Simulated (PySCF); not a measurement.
C₆H₄Cl, SMILES Clc1[c]cccc1, doublet, PBE0/def2-SVP optimised geometry.

```
11

Cl     2.81     0.06     0.00
C      1.08     0.01     0.00
C      0.33     1.16     0.00
C     -1.04     1.21     0.00
C     -1.72    -0.01     0.00
C     -1.00    -1.21     0.00
C      0.40    -1.21     0.00
H     -1.59     2.16     0.00
H     -2.81    -0.03     0.00
H     -1.53    -2.16     0.00
H      0.96    -2.14     0.00
```

Density from PySCF with unrestricted PBE0/def2-TZVP at that geometry.

Minimum of the electron density along straight lines between bonded atoms, close to the bond critical point (lines longer than 1.1 times the sum of covalent radii, or with two minima, are not listed):

```json
[
 {"bond": "Cl1–C2", "length / Å": "1.730", "ρ at the minimum / e bohr⁻³": "0.207", "∇²ρ there / e bohr⁻⁵": "-0.34", "position (fraction from the first atom)": "0.58"},
 {"bond": "C2–C3", "length / Å": "1.376", "ρ at the minimum / e bohr⁻³": "0.324", "∇²ρ there / e bohr⁻⁵": "-0.95", "position (fraction from the first atom)": "0.51"},
 {"bond": "C3–C4", "length / Å": "1.375", "ρ at the minimum / e bohr⁻³": "0.322", "∇²ρ there / e bohr⁻⁵": "-0.94", "position (fraction from the first atom)": "0.51"},
 {"bond": "C4–C5", "length / Å": "1.402", "ρ at the minimum / e bohr⁻³": "0.307", "∇²ρ there / e bohr⁻⁵": "-0.88", "position (fraction from the first atom)": "0.50"},
 {"bond": "C5–C6", "length / Å": "1.396", "ρ at the minimum / e bohr⁻³": "0.315", "∇²ρ there / e bohr⁻⁵": "-0.92", "position (fraction from the first atom)": "0.50"},
 {"bond": "C2–C7", "length / Å": "1.400", "ρ at the minimum / e bohr⁻³": "0.310", "∇²ρ there / e bohr⁻⁵": "-0.89", "position (fraction from the first atom)": "0.52"},
 {"bond": "C6–C7", "length / Å": "1.395", "ρ at the minimum / e bohr⁻³": "0.314", "∇²ρ there / e bohr⁻⁵": "-0.91", "position (fraction from the first atom)": "0.50"},
 {"bond": "C4–H8", "length / Å": "1.093", "ρ at the minimum / e bohr⁻³": "0.279", "∇²ρ there / e bohr⁻⁵": "-0.98", "position (fraction from the first atom)": "0.65"},
 {"bond": "C5–H9", "length / Å": "1.093", "ρ at the minimum / e bohr⁻³": "0.280", "∇²ρ there / e bohr⁻⁵": "-0.98", "position (fraction from the first atom)": "0.65"},
 {"bond": "C6–H10", "length / Å": "1.092", "ρ at the minimum / e bohr⁻³": "0.280", "∇²ρ there / e bohr⁻⁵": "-0.99", "position (fraction from the first atom)": "0.65"},
 {"bond": "C7–H11", "length / Å": "1.093", "ρ at the minimum / e bohr⁻³": "0.280", "∇²ρ there / e bohr⁻⁵": "-0.99", "position (fraction from the first atom)": "0.65"}
]
```
